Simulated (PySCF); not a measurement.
**Question.** Give a PBE0-D3(BJ)/def2-SVP geometry of `c1csc(C2CCCC2)c1`.

**Answer.** 
Z-matrix in Å and degrees, rows numbered from 1:
```
C 
C   1  1.3680
S   2  1.7196  1  111.46
C   3  1.7351  2   92.46  1     0.10
C   4  1.4951  3  121.23  2   179.35
C   5  1.5601  4  114.76  3   -61.73
C   6  1.5328  5  106.00  4   124.51
C   7  1.5262  6  103.99  5    26.45
C   8  1.5238  7  102.53  6   -41.26
C   4  1.3722  3  110.14  2    -0.06
H   1  1.0909  2  123.38  3   179.86
H   2  1.0890  1  128.35  3  -179.82
H   5  1.1012  4  105.66  3   178.70
H   6  1.0995  5  111.63  4     1.53
H   6  1.1009  5  109.45  4  -116.25
H   7  1.1032  6  110.04  5   -90.38
H   7  1.1004  6  112.97  5   150.13
H   8  1.1006  7  113.55  6  -163.77
H   8  1.1041  7  110.07  6    76.01
H   9  1.1030  5  109.39  4   -32.95
H   9  1.1000  5  112.13  4    85.37
H  10  1.0914  1  124.12  2  -179.87
```

S3 (thiophene-type sulfur) is bent (angle 92.5°). Of the pairs four or more bonds apart, S3···H20 is among the closest relative to their van der Waals radii: 2.83 Å, 94 % of the sum of Bondi's values. The 5-membered ring C5–C6–C7–C8–C9 has internal angles of 102.5° to 106.0°; it is puckered, 0.18 Å rms from its mean plane, widest ring torsion 41°. The 5-membered ring C1–C2–S3–C4–C10 has internal angles of 92.5° to 113.5° (sum 540°, against 540° for a flat polygon); it is planar, 0.00 Å rms from its mean plane, widest ring torsion 0°.

Method used: PySCF 2.14.0, PBE0-D3(BJ)/def2-SVP geometry optimisation, gas phase.

Point group: C1 (no symmetry element, even within 0.4 Å). No PBE0-D3(BJ)/def2-SVP frequencies stand behind this structure, so it isn't proved a minimum. One conformer, not necessarily the lowest (S3–C4–C5–C6 -62°, C4–C5–C6–C7 125°, C5–C6–C7–C8 26°, C6–C7–C8–C9 -41°, C7–C8–C9–C5 40°).
